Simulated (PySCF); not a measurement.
## ZnH⁻: from constants to spectrum

RHF-CCSD(T) constants of ZnH⁻, ¹Σ⁺ (singlet), closed shell (PySCF, no relativity, basis sets Zn def2-TZVPPD, H def2-TZVPPD; masses 63.9291 and 1.0078 u):

| Quantity | Value |
| --- | --- |
| ωe | 1036.4 cm⁻¹ |
| ωexe | 33.0 cm⁻¹ |
| Be | 5.3559 cm⁻¹ |
| αe | 0.286 cm⁻¹ |
| D (centrifugal) | 0.000572 cm⁻¹ |

Give the vibrational terms G(v) and spacings up to v = 3.

G(v) = ωe(v+½) − ωexe(v+½)².

```json
{"v": "0", "G(v) (cm⁻¹)": "510", "G(v) − G(v−1)": "", "Bv (cm⁻¹)": "5.213"}
{"v": "1", "G(v) (cm⁻¹)": "1480", "G(v) − G(v−1)": "970", "Bv (cm⁻¹)": "4.927"}
{"v": "2", "G(v) (cm⁻¹)": "2385", "G(v) − G(v−1)": "904", "Bv (cm⁻¹)": "4.641"}
{"v": "3", "G(v) (cm⁻¹)": "3223", "G(v) − G(v−1)": "838", "Bv (cm⁻¹)": "4.355"}
```

Correlated steps freeze 5 core orbitals.
